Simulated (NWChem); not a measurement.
Species: VOCl$_{3}$; SMILES [O]=[V]([Cl])([Cl])[Cl]

```xyz
5

V      0.0000     0.0000     0.2575
O      0.0000     0.0000     1.7849
Cl     0.4219     1.9805    -0.3961
Cl     1.5042    -1.3556    -0.3961
Cl    -1.9261    -0.6249    -0.3961
```
Atoms are numbered in this order, from 1.

All runs: NWChem. Pople sets run with spherical d functions. Structure relaxed at the PBE0/def2-SVP level.

### Question
Order these by “highest occupied level (eV)”, lowest first: Hartree-Fock/STO-3G; Hartree-Fock/3-21G; Hartree-Fock/6-31G*.

### Answer
Hartree-Fock/3-21G (-13.34), Hartree-Fock/6-31G* (-12.99), Hartree-Fock/STO-3G (-11.46)
